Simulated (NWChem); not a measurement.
System: C5H5F; SMILES F[C@H](C=C)C#C

Parts of the log:

```
             Northwest Computational Chemistry Package (NWChem) 7.3.0
             --------------------------------------------------------

                             Geometry "geometry" -> ""
                             -------------------------

 Output coordinates in angstroms (scale by  1.889725989 to convert to a.u.)

  No.       Tag          Charge          X              Y              Z
 ---- ---------------- ---------- -------------- -------------- --------------
    1 C                    6.0000    -0.53608100    -2.48171400     0.29776200
    2 C                    6.0000    -0.13206300    -1.38213900    -0.04869700
    3 C                    6.0000     0.33486700    -0.05946600    -0.48500300
    4 F                    9.0000     1.47400100     0.31058000     0.22614100
    5 C                    6.0000    -0.75036700     0.98521000    -0.34115100
    6 C                    6.0000    -0.61494400     2.09120100     0.40356500
    7 H                    1.0000    -0.89113100    -3.45325300     0.61282200
    8 H                    1.0000     0.62950300    -0.13074000    -1.56126900
    9 H                    1.0000    -1.67757700     0.76970700    -0.89874800
   10 H                    1.0000    -1.42823100     2.82825000     0.47967400
   11 H                    1.0000     0.31691500     2.28530400     0.95571800

 Effective nuclear repulsion energy (a.u.)     201.2564369056

  pbe96 is a nonlocal functional; adding pw91lda local functional.

                                 NWChem DFT Module
                                 -----------------

 Summary of "ao basis" -> "ao basis" (spherical)
 ------------------------------------------------------------------------------
       Tag                 Description            Shells   Functions and Types
 ---------------- ------------------------------  ------  ---------------------
 C                           6-31g*                  6       14   3s2p1d
 F                           6-31g*                  6       14   3s2p1d
 H                           6-31g*                  2        2   2s

 in cosmo_initialize ...
 calling solv_data for solv:etoac

 solvent parameters
 solvname_short: etoac
 solvname_long:  ethyl acetate
 dielec:        5.9867
 dielecinf:     1.8832
 nonaqueous SMD model solvent descriptors
 dielec:        5.9867
 sola:          0.0000
 solb:          0.4500
 solc:          0.0000
 solg:         33.6700
 solh:          0.0000
 soln:          1.3723

[...]

                                COSMO-SMD solvation results
                                ---------------------------

             internal energy in gas <Psi(g)|H|Psi(g)> =      -292.903262010663
         internal energy in solvent <Psi(s)|H|Psi(s)> =      -292.902324847974
                               delta internal energy  =         0.000937162689 (    0.59 kcal/mol)
   total free energy in solvent <Psi(s)|H+V/2|Psi(s)> =      -292.910902378232
 polarization energy contribution <Psi(s)|V/2|Psi(s)> =        -0.008577530258 (   -5.38 kcal/mol)
    total free energy in solvent including G(SMD-CDS) =      -292.909743810500
                       G(SMD-CDS) energy contribution =         0.001158567732 (    0.73 kcal/mol)
     1 M fixed-concentration free energy of solvation =        -0.006481799837 (   -4.07 kcal/mol)

                       DFT Final Molecular Orbital Analysis
                       ------------------------------------

 Vector   20  Occ=2.000000D+00  E=-2.568533D-01
              MO Center= -2.5D-01, -1.6D+00,  1.2D-01, r^2= 2.3D+00
   Bfn.  Coefficient  Atom+Function         Bfn.  Coefficient  Atom+Function
  ----- ------------  ---------------      ----- ------------  ---------------
    17      0.308643   2 C  px                3      0.282673   1 C  px
     5      0.267603   1 C  pz               19      0.261253   2 C  pz
     7      0.190401   1 C  px               21      0.180690   2 C  px
     9      0.160752   1 C  pz               46      0.140112   4 F  py
    23      0.127768   2 C  pz               61     -0.103750   5 C  pz

 Vector   21  Occ=2.000000D+00  E=-2.421655D-01
              MO Center= -2.3D-01, -1.5D+00,  8.9D-04, r^2= 2.6D+00
   Bfn.  Coefficient  Atom+Function         Bfn.  Coefficient  Atom+Function
  ----- ------------  ---------------      ----- ------------  ---------------
     5      0.288056   1 C  pz               19      0.263695   2 C  pz
     3     -0.216683   1 C  px               17     -0.200025   2 C  px
     9      0.189036   1 C  pz                4      0.175305   1 C  py
    88      0.155883   8 H  s                23      0.151622   2 C  pz
     7     -0.145724   1 C  px               18      0.140949   2 C  py

 Vector   22  Occ=2.000000D+00  E=-2.345528D-01
              MO Center= -5.9D-01,  1.1D+00,  2.2D-02, r^2= 2.7D+00
   Bfn.  Coefficient  Atom+Function         Bfn.  Coefficient  Atom+Function
  ----- ------------  ---------------      ----- ------------  ---------------
    75      0.309932   6 C  pz               61      0.288731   5 C  pz
    79      0.227265   6 C  pz               65      0.197771   5 C  pz
    60     -0.192624   5 C  py               74     -0.182295   6 C  py
    73     -0.148567   6 C  px                3      0.142382   1 C  px
    78     -0.134687   6 C  py               59     -0.131495   5 C  px

 Vector   23  Occ=0.000000D+00  E=-3.068029D-02
              MO Center= -4.8D-01,  4.8D-01,  3.4D-02, r^2= 4.5D+00
   Bfn.  Coefficient  Atom+Function         Bfn.  Coefficient  Atom+Function
  ----- ------------  ---------------      ----- ------------  ---------------
    79      0.403768   6 C  pz               65     -0.348176   5 C  pz
     7     -0.305007   1 C  px               75      0.304302   6 C  pz
    61     -0.292257   5 C  pz               21      0.262518   2 C  px
     3     -0.244974   1 C  px               64      0.234665   5 C  py
    78     -0.218645   6 C  py               17      0.198226   2 C  px

[...]
```

Level: PBE/6-31G* (spherical d), SMD on the gas-phase geometry. Coordinates come from a PBE-D3(BJ)/def2-SVP optimisation. Solvent: ethyl acetate.

Write an input that gives this output.

This is not unique; one that fits is the input that was run:
```
start job
memory heap 200 mb stack 900 mb global 1100 mb
geometry units angstroms noautosym nocenter noautoz
  C     -0.536081    -2.481714     0.297762
  C     -0.132063    -1.382139    -0.048697
  C      0.334867    -0.059466    -0.485003
  F      1.474001     0.310580     0.226141
  C     -0.750367     0.985210    -0.341151
  C     -0.614944     2.091201     0.403565
  H     -0.891131    -3.453253     0.612822
  H      0.629503    -0.130740    -1.561269
  H     -1.677577     0.769707    -0.898748
  H     -1.428231     2.828250     0.479674
  H      0.316915     2.285304     0.955718
end
basis spherical
  * library 6-31g*
end
dft
  xc xpbe96 cpbe96
  iterations 150
end
cosmo
  do_cosmo_smd true
  solvent etoac
end
task dft energy
```
